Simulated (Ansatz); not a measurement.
Ideal-gas functions of F2MoO2 (`[O]=[Mo](=[O])([F])[F]`) at 500 K and 1 bar, from an Ansatz frequency run at PBE0-D4/def2-TZVP.

Molar mass 165.93 g/mol, point group C2v (symmetry number 2), electronic degeneracy 1, moments of inertia 128.825, 144.173, 159.293 u Å². Harmonic wavenumbers (cm⁻¹, unscaled): 188, 244, 253, 283, 379, 717, 738, 1067, 1097.

Use S(trans) = R[1.5 ln M + 2.5 ln T − 1.1517]; rotational temperatures θ = 24.2544 K / I; S(rot) = R[ln(√π/σ · √(T³/θAθBθC)) + 1.5]; for each mode x = 1.438777 ν̃/T, S = R[x/(eˣ − 1) − ln(1 − e⁻ˣ)] and H = RT x/(eˣ − 1); 1 cm⁻¹ = 0.0119627 kJ/mol; R = 8.31446 J/(mol·K).

**Question.** By hand: the entropy, in J/(mol·K).

**Answer.** Translation 183.4. Rotation: θ = 0.1883, 0.1682, 0.1523 K, giving 111.1. Vibration, mode by mode: 13.52, 11.42, 11.13, 10.25, 7.99, 3.63, 3.46, 1.64, 1.53, in all 64.6. Electronic 0.0. Sum 359.1 J/(mol·K).

**Question.** By hand: H − E and G − E in kJ/mol, counted from the electronic energy.

**Answer.** Zero-point energy ½ × 4966 × 0.0119627 = 29.7; thermal vibration 17.5; translation, rotation and pV give 4 RT = 16.6. H − E = 63.8 kJ/mol, and G − E = 63.8 − 500 × 359.1/1000 = -115.8 kJ/mol.

Vibration gives 18 % of the entropy.
